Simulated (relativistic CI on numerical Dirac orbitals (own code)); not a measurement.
Magnetism of Hg3+, 5d9, in a crystal field

Calculated by Dirac-Coulomb-Breit CI, KLI orbitals optimised for each configuration, model QED (radiative potential, 1s self-energy scaled to tabulated hydrogen-like ionisation energies), valence Slater integrals scaled by 0.7, one configuration in a parametric crystal field (own radial code).

Field parameters in Wybourne normalisation: D3d B²₀ = −7Dσ, B⁴₀ = −14Dq − 21Dτ, B⁴₃ = −14√(10/7) Dq. The field is a parameter set, without covalency.

S is read from ⟨S²⟩ = S(S + 1).

Powder χT (cm³ K mol⁻¹) by Van Vleck's formula, with temperature-independent terms:

```tsv
Field	2 K	5 K	10 K	20 K	50 K	100 K	200 K	300 K
D3d, 10Dq = 31600, Dσ = -1200, Dτ = 260 cm⁻¹	0.271	0.273	0.277	0.283	0.304	0.338	0.406	0.469
D3d, 10Dq = 31600, Dσ = -980, Dτ = 260 cm⁻¹	0.266	0.268	0.272	0.28	0.303	0.341	0.416	0.483
D3d, 10Dq = 31600, Dσ = -760, Dτ = 260 cm⁻¹	0.261	0.264	0.268	0.277	0.303	0.346	0.431	0.501
D3d, 10Dq = 31600, Dσ = -550, Dτ = 260 cm⁻¹	0.256	0.259	0.264	0.274	0.305	0.355	0.45	0.522
D3d, 10Dq = 31600, Dσ = -330, Dτ = 260 cm⁻¹	0.251	0.255	0.261	0.273	0.31	0.372	0.479	0.55
D3d, 10Dq = 31600, Dσ = -110, Dτ = 260 cm⁻¹	0.247	0.251	0.259	0.275	0.323	0.401	0.52	0.581
D3d, 10Dq = 31600, Dσ = 110, Dτ = 260 cm⁻¹	0.242	0.249	0.261	0.284	0.353	0.457	0.571	0.614
D3d, 10Dq = 31600, Dσ = 330, Dτ = 260 cm⁻¹	0.241	0.254	0.276	0.321	0.443	0.558	0.623	0.641
```

**Question.** For D3d, 10Dq = 31600, Dσ = -550, Dτ = 260 cm⁻¹: what effective moment follows at 300 K?

**Answer.** μ_eff = √(8χT) = 2.04 μB. The ground level has S = 0.50; the spin-only moment for S = 1/2 is 1.73 μB. The difference comes from the orbital moment, spin-orbit mixing of terms and temperature-independent paramagnetism, all larger in this ionic model than in covalent complexes.
